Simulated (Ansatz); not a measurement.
`BN([SiH3])CC` → `BNCC` + `[SiH2]` at 400 K and 1 bar (silylene loss).

Isolated molecules relaxed with PBE0-D4/def2-TZVP in Ansatz; ΔE leaves out vibrations. CCSD(T)/CBS adds triple-zeta CCSD(T) − MP2 to the extrapolated MP2 energy (def2 sets, frozen cores). This one scheme is used for every species. Each species was taken in one conformer, which may not be the lowest.

```json
{"species": "`BN([SiH3])CC`", "CCSD(T)/CBS energy (Eh)": "-450.74134", "H − E (kJ/mol)": "351.7", "S (J/(mol·K))": "394.2"}
{"species": "`BNCC`", "CCSD(T)/CBS energy (Eh)": "-160.44809", "H − E (kJ/mol)": "303.2", "S (J/(mol·K))": "328.3"}
{"species": "`[SiH2]`", "CCSD(T)/CBS energy (Eh)": "-290.19011", "H − E (kJ/mol)": "44.2", "S (J/(mol·K))": "218.1"}
```

H − E and S are ideal-gas, rigid-rotor, harmonic terms from PBE0-D4/def2-TZVP, for one conformer and one mirror image of each species. 1 Eh = 2625.50 kJ/mol, R = 8.31446 J/(mol·K).

Problem. By hand: ΔE, ΔH, ΔS and ΔG.

Solution. ΔE = (-160.44809) + (-290.19011) − (-450.74134) = 0.10314 Eh = 270.8 kJ/mol. Δ(H − E) = 303.2 + 44.2 − 351.7 = -4.3, so ΔH = 266.5 kJ/mol. ΔS = 328.3 + 218.1 − 394.2 = 152.2 J/(mol·K). ΔG = 266.5 − 400 × (152.2)/1000 = 205.6 kJ/mol.

Problem. By hand: the equilibrium constant, and the temperature at which ΔG would vanish if ΔH and ΔS stayed fixed.

Solution. log₁₀ K = −ΔG/(RT ln 10) = -26.8. ΔG = 0 at ΔH/ΔS = 1751 K.

The number of gas molecules changes by +1, which sets the sign of ΔS. A doubt of 5 kJ/mol in ΔE shifts log₁₀ K by 0.7 here. Other conformers and mirror images would add mixing entropy, several J/(mol·K) or more a flexible species. Modes under 60 cm⁻¹, often nearly free rotors, make the harmonic entropy too high. These are equilibria of isolated gas molecules and say nothing of rates. Largest T1 diagnostic: 0.014 (customary marks: 0.02 for closed shells, 0.045 for open ones).
